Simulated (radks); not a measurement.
Species: the manganese ion Mn4+. Configuration: [Ne] 3s1 3p6 3d3 4f1 (not the ground configuration). Calculated with a radial shooting solver on a logarithmic mesh with Libxc functionals: scalar-relativistic Kohn-Sham, exchange-only PBE, spin-unpolarised, spherical densities, finite nucleus; Fermi nuclear charge, rms radius 3.7057 fm.

Radial electron density D(r) = 4 pi r^2 rho(r):

```
   r/bohr * D(r) (the largest magnitude, 32.8, reaches the edge; | marks zero)
 0.006029 |     *
 0.006908 |       *
 0.007914 |         *
 0.009067 |           *
  0.01039 |              *
   0.0119 |                 *
  0.01363 |                     *
  0.01562 |                         *
   0.0179 |                             *
   0.0205 |                                  *
  0.02349 |                                      *
  0.02713 |                                          *
  0.03108 |                                              *
  0.03561 |                                                *
   0.0408 |                                                 *
  0.04674 |                                                 *
  0.05355 |                                               *
  0.06135 |                                             *
  0.07029 |                                          *
  0.08053 |                                       *
  0.09226 |                                      *
   0.1057 |                                       *
   0.1211 |                                          *
   0.1387 |                                              *
   0.1602 |                                                   *
   0.1836 |                                                      *
   0.2103 |                                                      *
    0.241 |                                                 *
   0.2761 |                                          *
   0.3163 |                                 *
   0.3624 |                         *
   0.4151 |                    *
   0.4756 |                  *
   0.5449 |                   *
   0.6243 |                     *
   0.7153 |                     *
   0.8195 |                    *
   0.9464 |                *
    1.084 |            *
    1.242 |       *
    1.423 |    *
     1.63 | *
    1.868 |*
     2.14 |*
    2.452 |*
    2.809 |*
    3.218 |*
    3.687 *
    4.224 *
    4.879 *
    5.589 *
    6.404 *
    7.337 *
    8.405 *
     9.63 *
```

D(r) has 3 maxima, at r = 0.0425, 0.194, 0.704 bohr, and minima at 0.0930, 0.479 bohr, inside which lie 2.11, 10.68 electrons.
